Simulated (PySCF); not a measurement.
A structure optimised at ωB97X-D3(BJ)/def2-SVP, used in a PySCF frequency run:

```xyz
13

B     -0.3849     0.7381     0.8393
H     -1.1624     0.0461     1.4695
O      0.5495     0.1736     0.0139
C      0.5868    -1.2239    -0.1987
C     -0.2355    -1.6172    -1.4156
H      1.6430    -1.5060    -0.3442
H      0.2230    -1.7574     0.6985
H      0.1127    -1.0711    -2.3063
H     -0.1507    -2.6980    -1.6123
H     -1.2994    -1.3763    -1.2595
N     -0.4356     2.1384     0.9596
H     -1.0897     2.6141     1.5643
H      0.1937     2.7473     0.4510
```

### Question
Write its SMILES and formula.

### Answer
CCOBN, C2H8BNO

### Question
What are its rotational constants (standard atomic weights)?

### Answer
15.843, 2.3939, 2.3082 GHz
